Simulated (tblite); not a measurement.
A geometry optimisation, step by step.

Species: C7H7O (doublet state).
SMILES with atom numbers: `[OH:1][CH2:2][c:3]1[cH:4][cH:5][c:6][cH:7][cH:8]1` (hydrogens: H9 on O1; H10, H11 on C2; H12 on C4; H13 on C5; H14 on C7; H15 on C8)
Bond orders are those of one Lewis drawing.

Computed with GFN2-xTB (tblite), gas phase: L-BFGS steps from a force-field or distance-geometry start until the largest atomic force falls under 0.01 eV/Å. 9 of its 54 geometries are shown.

Step 0: E = -611.8668 eV, largest atomic force 2.219 eV/Å
```
atom  x, y, z in Å  |  force x, y, z in eV/Å
O1      2.577    0.175    0.665    0.987   0.069   0.931
C2      1.774    0.126   -0.463    0.166  -0.251  -1.076
C3      0.332    0.019   -0.194   -0.988   0.994   0.125
C4     -0.417    1.192   -0.095   -0.243  -0.772   0.248
C5     -1.772    1.080    0.159   -1.406   0.425   0.163
C6     -2.434   -0.124    0.281    2.187  -0.177  -0.332
C7     -1.674   -1.274    0.166   -1.292  -0.268   0.281
C8     -0.307   -1.184   -0.065   -0.148  -0.919   0.068
H9      2.178   -0.109    1.507   -0.273  -0.058  -0.741
H10     1.940    1.057   -1.026    0.239  -0.105   0.047
H11     2.025   -0.725   -1.141    0.375   0.203   0.411
H12     0.044    2.155   -0.179    0.067   0.228  -0.043
H13    -2.373    1.974    0.252    0.092   0.238  -0.021
H14    -2.162   -2.249    0.267    0.343   0.299  -0.091
H15     0.264   -2.105   -0.155   -0.106   0.096   0.029
```

Step 7: E = -612.1118 eV, largest atomic force 0.163 eV/Å
```
atom  x, y, z in Å  |  force x, y, z in eV/Å
O1      2.612    0.182    0.665    0.004   0.092   0.069
C2      1.779    0.128   -0.478    0.023   0.010  -0.041
C3      0.305    0.029   -0.186   -0.052  -0.034  -0.028
C4     -0.448    1.190   -0.071   -0.058   0.022   0.020
C5     -1.820    1.122    0.166    0.012  -0.041   0.028
C6     -2.370   -0.123    0.275    0.023   0.002   0.016
C7     -1.682   -1.298    0.175    0.032   0.035   0.009
C8     -0.309   -1.212   -0.059   -0.056   0.011   0.034
H9      2.136   -0.131    1.439   -0.093  -0.121  -0.007
H10     1.976    1.048   -1.035    0.048   0.028  -0.098
H11     2.081   -0.725   -1.100    0.054  -0.076  -0.006
H12     0.033    2.153   -0.178   -0.033  -0.010   0.024
H13    -2.404    2.030    0.255    0.033  -0.116  -0.014
H14    -2.165   -2.264    0.265    0.064   0.150  -0.010
H15     0.271   -2.122   -0.154   -0.002   0.048   0.004
```

Step 13: E = -612.1335 eV, largest atomic force 0.187 eV/Å
```
atom  x, y, z in Å  |  force x, y, z in eV/Å
O1      2.565    0.239    0.692   -0.169   0.032  -0.002
C2      1.792    0.133   -0.492   -0.038  -0.001  -0.072
C3      0.309    0.039   -0.209    0.050   0.054   0.021
C4     -0.452    1.191   -0.064    0.053   0.043  -0.092
C5     -1.820    1.119    0.181   -0.040  -0.005  -0.012
C6     -2.366   -0.122    0.290   -0.068   0.010   0.021
C7     -1.667   -1.285    0.186   -0.093  -0.031   0.008
C8     -0.300   -1.199   -0.056    0.024  -0.029  -0.087
H9      2.088   -0.213    1.397    0.112  -0.055   0.004
H10     2.011    1.030   -1.083   -0.008  -0.073   0.055
H11     2.121   -0.747   -1.073   -0.057   0.062   0.118
H12     0.011    2.156   -0.163    0.101   0.155  -0.028
H13    -2.416    2.014    0.255    0.017   0.074   0.047
H14    -2.154   -2.241    0.267    0.016  -0.139   0.047
H15     0.273   -2.107   -0.151    0.100  -0.097  -0.027
```

Step 20: E = -612.1568 eV, largest atomic force 0.182 eV/Å
```
atom  x, y, z in Å  |  force x, y, z in eV/Å
O1      2.480    0.309    0.724   -0.058  -0.073   0.077
C2      1.775    0.139   -0.491    0.093  -0.012  -0.005
C3      0.288    0.051   -0.243    0.167   0.050  -0.051
C4     -0.456    1.213   -0.093    0.036  -0.111  -0.008
C5     -1.818    1.123    0.180   -0.038   0.012   0.004
C6     -2.358   -0.122    0.303   -0.028   0.005  -0.017
C7     -1.666   -1.290    0.187    0.002   0.011   0.012
C8     -0.304   -1.196   -0.083    0.072   0.094  -0.036
H9      2.112   -0.308    1.371    0.127   0.071  -0.081
H10     2.032    1.009   -1.105   -0.070  -0.085   0.070
H11     2.128   -0.769   -1.010   -0.037   0.072   0.058
H12     0.022    2.182   -0.172   -0.056  -0.097  -0.050
H13    -2.407    2.019    0.282   -0.075   0.058   0.039
H14    -2.127   -2.258    0.295   -0.074  -0.034   0.032
H15     0.294   -2.096   -0.167   -0.061   0.039  -0.044
```

Step 26: E = -612.1656 eV, largest atomic force 0.067 eV/Å
```
atom  x, y, z in Å  |  force x, y, z in eV/Å
O1      2.469    0.334    0.742    0.025   0.026  -0.057
C2      1.780    0.140   -0.477   -0.057   0.011   0.005
C3      0.290    0.052   -0.253   -0.030  -0.012  -0.008
C4     -0.466    1.208   -0.108    0.014   0.003   0.022
C5     -1.828    1.126    0.178    0.042   0.002  -0.006
C6     -2.366   -0.121    0.302    0.043   0.007   0.031
C7     -1.667   -1.286    0.185    0.005  -0.009  -0.016
C8     -0.307   -1.192   -0.102   -0.011   0.007   0.044
H9      2.168   -0.336    1.366    0.032  -0.027   0.046
H10     2.028    1.003   -1.098    0.035  -0.005   0.006
H11     2.133   -0.774   -0.977    0.042   0.028   0.005
H12     0.014    2.172   -0.201   -0.051  -0.002  -0.006
H13    -2.413    2.026    0.304    0.000  -0.034  -0.031
H14    -2.128   -2.253    0.315   -0.031   0.002  -0.023
H15     0.288   -2.091   -0.198   -0.059   0.003  -0.010
```

Step 33: E = -612.1687 eV, largest atomic force 0.027 eV/Å
```
atom  x, y, z in Å  |  force x, y, z in eV/Å
O1      2.474    0.343    0.743    0.012   0.022   0.010
C2      1.781    0.141   -0.472   -0.003   0.003   0.026
C3      0.289    0.050   -0.251   -0.013  -0.005   0.022
C4     -0.466    1.206   -0.108   -0.009   0.001   0.001
C5     -1.827    1.125    0.180   -0.002   0.002  -0.001
C6     -2.367   -0.120    0.314   -0.001  -0.002   0.000
C7     -1.674   -1.286    0.186    0.010   0.003   0.016
C8     -0.313   -1.192   -0.099   -0.007  -0.005  -0.018
H9      2.208   -0.341    1.368    0.009  -0.005  -0.012
H10     2.032    1.004   -1.092   -0.013  -0.003  -0.009
H11     2.146   -0.769   -0.968   -0.003  -0.009  -0.020
H12     0.001    2.175   -0.216    0.008  -0.015   0.006
H13    -2.416    2.022    0.296    0.007   0.005  -0.013
H14    -2.142   -2.252    0.308    0.004   0.006  -0.021
H15     0.270   -2.097   -0.211    0.001   0.002   0.012
```

Step 40: E = -612.1694 eV, largest atomic force 0.030 eV/Å
```
atom  x, y, z in Å  |  force x, y, z in eV/Å
O1      2.481    0.349    0.741   -0.010  -0.014   0.019
C2      1.779    0.142   -0.469    0.007   0.003   0.008
C3      0.289    0.047   -0.242   -0.006   0.002   0.001
C4     -0.467    1.203   -0.104    0.002   0.007   0.004
C5     -1.828    1.125    0.180    0.004   0.001   0.001
C6     -2.369   -0.119    0.317    0.003  -0.003  -0.024
C7     -1.676   -1.286    0.187    0.000  -0.005  -0.005
C8     -0.315   -1.195   -0.097    0.000  -0.001   0.010
H9      2.226   -0.340    1.366    0.018   0.014  -0.019
H10     2.023    1.005   -1.091   -0.006   0.008  -0.015
H11     2.143   -0.767   -0.969    0.005  -0.015  -0.004
H12     0.004    2.169   -0.214    0.001   0.007   0.008
H13    -2.415    2.025    0.285   -0.003  -0.005   0.005
H14    -2.146   -2.252    0.295   -0.010   0.000   0.006
H15     0.267   -2.100   -0.208   -0.004   0.003   0.005
```

Step 46: E = -612.1699 eV, largest atomic force 0.027 eV/Å
```
atom  x, y, z in Å  |  force x, y, z in eV/Å
O1      2.482    0.358    0.740    0.015   0.014  -0.017
C2      1.777    0.143   -0.466    0.004  -0.004  -0.010
C3      0.288    0.045   -0.234    0.006  -0.003  -0.014
C4     -0.466    1.203   -0.099    0.000  -0.005   0.002
C5     -1.828    1.126    0.178   -0.009  -0.003  -0.012
C6     -2.371   -0.118    0.306   -0.013   0.003   0.010
C7     -1.679   -1.287    0.183   -0.012   0.004  -0.010
C8     -0.316   -1.196   -0.091   -0.004   0.000  -0.002
H9      2.254   -0.343    1.360    0.000  -0.007   0.009
H10     2.012    1.004   -1.096    0.012  -0.007   0.008
H11     2.143   -0.767   -0.964   -0.004   0.005   0.006
H12     0.007    2.168   -0.208   -0.003   0.004   0.014
H13    -2.417    2.024    0.281   -0.003   0.002   0.004
H14    -2.153   -2.251    0.289    0.004  -0.002   0.002
H15     0.264   -2.102   -0.202    0.006  -0.002   0.011
```

Step 53: E = -612.1701 eV, largest atomic force 0.010 eV/Å
```
atom  x, y, z in Å  |  force x, y, z in eV/Å
O1      2.489    0.362    0.736   -0.002   0.000  -0.007
C2      1.778    0.142   -0.466   -0.005  -0.002  -0.004
C3      0.288    0.045   -0.232    0.002   0.002   0.002
C4     -0.467    1.202   -0.096   -0.002  -0.001   0.001
C5     -1.831    1.125    0.174   -0.002  -0.001   0.004
C6     -2.375   -0.118    0.299    0.000   0.000  -0.003
C7     -1.683   -1.286    0.179    0.004   0.002   0.003
C8     -0.318   -1.196   -0.089    0.003   0.002   0.000
H9      2.267   -0.341    1.357    0.001   0.000   0.004
H10     2.010    1.003   -1.098    0.004  -0.009   0.000
H11     2.141   -0.769   -0.964   -0.004   0.005   0.006
H12     0.007    2.168   -0.196   -0.002   0.001   0.001
H13    -2.419    2.024    0.279    0.000   0.001  -0.001
H14    -2.157   -2.251    0.286    0.005   0.002  -0.003
H15     0.264   -2.103   -0.192   -0.001  -0.001  -0.002
```

Question: Summarise the path.

Answer: The energy falls by 0.3033 eV from step 0 to step 53; nine tenths of that is first reached at step 15. It falls at every step. The largest force goes from 2.219 to 0.010 eV/Å. Among the bonds C2–C3 changes most, from 1.470 to 1.511 Å; the atoms move by 0.121 Å rms after alignment.

Question: Follow the three bonds and two angles with the largest change from start to end.

Answer: 
```csv
step,E above end (eV),largest force (eV/Å),C2–C3 (Å),O1–C2 (Å),C6–C7 (Å),C2–O1–H9 (°),C5–C6–C7 (°)
0,0.3033,2.219,1.470,1.385,1.383,117.1,117.0
2,0.1203,0.560,1.497,1.427,1.358,114.0,122.9
5,0.0650,0.204,1.508,1.419,1.363,110.4,125.8
7,0.0584,0.163,1.506,1.416,1.365,110.2,125.2
9,0.0512,0.150,1.509,1.418,1.364,109.5,124.4
12,0.0410,0.193,1.514,1.418,1.361,108.1,124.3
14,0.0320,0.192,1.510,1.416,1.361,107.8,124.8
16,0.0231,0.176,1.507,1.414,1.363,108.0,124.9
18,0.0170,0.164,1.508,1.414,1.364,108.1,125.0
21,0.0112,0.134,1.509,1.414,1.363,108.1,125.0
23,0.0076,0.070,1.506,1.413,1.363,108.2,125.0
25,0.0056,0.063,1.508,1.413,1.364,108.1,124.8
28,0.0028,0.057,1.511,1.414,1.363,108.4,124.9
30,0.0021,0.072,1.510,1.414,1.363,108.6,124.9
32,0.0016,0.040,1.510,1.414,1.363,108.7,124.8
35,0.0012,0.038,1.511,1.413,1.363,108.7,124.8
37,0.0010,0.026,1.511,1.413,1.363,108.6,124.8
39,0.0008,0.022,1.510,1.413,1.363,108.6,124.8
41,0.0007,0.029,1.510,1.413,1.363,108.7,124.8
44,0.0005,0.032,1.511,1.413,1.363,108.7,124.9
46,0.0003,0.027,1.510,1.413,1.363,108.6,124.9
48,0.0002,0.017,1.510,1.413,1.363,108.6,124.8
51,0.0000,0.013,1.511,1.413,1.363,108.6,124.8
53,0.0000,0.010,1.511,1.413,1.363,108.7,124.8
```

The cost below is that of the whole relaxation. Time: 0.22 s of wall time. Hardware: one thread of an Arm Neoverse V2, shared host with 96 logical CPUs at a one-minute load of 44.
